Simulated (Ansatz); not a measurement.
Basis sets compared for (LiF)2 ring (Li2F2). Charge 0, multiplicity 1. Geometry r2SCAN-D4/def2-TZVP. Ansatz on 4 threads of Arm Neoverse V2 on a shared host; times are rough, and most runs start from earlier orbitals.

| atom | x (Å) | y (Å) | z (Å) |
| --- | --- | --- | --- |
| Li1 | 0.4615 | -0.7835 | 0.6540 |
| F2 | -1.1803 | -0.5400 | 0.1860 |
| Li3 | -0.4615 | 0.7835 | -0.6540 |
| F4 | 1.1803 | 0.5400 | -0.1860 |

Binding counts from free atoms (Li doublet, F doublet) in the same basis, without a counterpoise term.

| level | functions | energy (Eh) | HOMO (eV) | LUMO (eV) | binding per atom (eV) | wall time |
| --- | --- | --- | --- | --- | --- | --- |
| PBE-D4/def2-SVP | 46 | -214.5275 | -6.27 | -0.88 | 3.67 | 0.25 s |
| PBE-D4/def2-TZVP | 90 | -214.7909 | -6.77 | -0.91 | 3.60 | 0.3 s |
| r2SCAN-D4/def2-TZVP (with forces) | 90 | -214.9343 | -7.16 | -0.21 | 3.54 | 0.85 s |
| PBE0-D4/def2-SVP | 46 | -214.5367 | -8.29 | -0.33 | 3.54 | 0.25 s |
| PBE0-D4/def2-TZVP | 90 | -214.7960 | -8.77 | -0.35 | 3.47 | 0.5 s |

(1) Estimate the rows for PBE-D4/def2-TZVPD, r2SCAN-D4/def2-TZVPD, PBE0-D4/def2-TZVPD.

## Answers

(1) 
```json
{"level": "PBE-D4/def2-TZVPD", "functions": "114", "energy (Eh)": "-214.7976", "HOMO (eV)": "-6.90", "LUMO (eV)": "-0.92", "binding per atom (eV)": "3.62", "wall time": "0.45 s"}
{"level": "r2SCAN-D4/def2-TZVPD", "functions": "114", "energy (Eh)": "-214.9406", "HOMO (eV)": "-7.24", "LUMO (eV)": "-0.26", "binding per atom (eV)": "3.57", "wall time": "0.85 s"}
{"level": "PBE0-D4/def2-TZVPD", "functions": "114", "energy (Eh)": "-214.8019", "HOMO (eV)": "-8.86", "LUMO (eV)": "-0.39", "binding per atom (eV)": "3.49", "wall time": "0.45 s"}
```
